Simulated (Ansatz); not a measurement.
Basis sets compared for trans-Zr(PH3)2Br4 (ZrP₂H₆Br₄). The state is a singlet with charge 0. Geometry PBE-D4/def2-SVP. Ansatz on 4 threads of Arm Neoverse V2 on a shared host; times are rough, and most runs start from earlier orbitals.

```csv
atom,x (Å),y (Å),z (Å)
Br1,-0.2196,-0.8475,-2.5232
Br2,-0.8608,0.7228,2.2094
Br3,-0.0090,-2.5679,0.7158
Br4,1.0628,2.1294,-0.7176
P5,-2.5836,0.6944,-0.8158
P6,2.5911,-0.5469,0.8975
Zr7,-0.0050,-0.1085,-0.0613
H8,-3.4648,-0.3210,-1.3009
H9,-2.6579,1.5876,-1.9264
H10,-3.4782,1.3586,0.0819
H11,3.3389,-1.6037,0.2918
H12,2.6902,-0.9689,2.2571
H13,3.5958,0.4717,0.8916
```

In the def2 sets Zr takes a core potential; there is no spin–orbit coupling. No other spin state of charge 0 was run. Another isomer (singlet) lies 0.35 eV lower at PBE0-D4/def2-TZVP; other spin states weren't run for this one.

Binding counts from free atoms (Br doublet, P quartet, Zr triplet, H doublet) in the same basis, without a counterpoise term.

```
           level  functions  energy (Eh)  HOMO (eV)  LUMO (eV)  binding per atom (eV)  wall time
 PBE-D4/def2-SVP        225  -11026.9786      -6.21      -3.34                      –        6 s
PBE0-D4/def2-SVP        225  -11027.3781      -7.45      -2.73                   3.07       12 s
```

Question: Estimate the rows for PBE-D4/def2-TZVP (with forces), PBE0-D4/def2-TZVP.

Answer: 
| level | functions | energy (Eh) | HOMO (eV) | LUMO (eV) | binding per atom (eV) | wall time |
| --- | --- | --- | --- | --- | --- | --- |
| PBE-D4/def2-TZVP (with forces) | 342 | -11028.4728 | -6.38 | -3.49 | – | 13 s |
| PBE0-D4/def2-TZVP | 342 | -11028.8687 | -7.56 | -2.81 | 3.06 | 26 s |
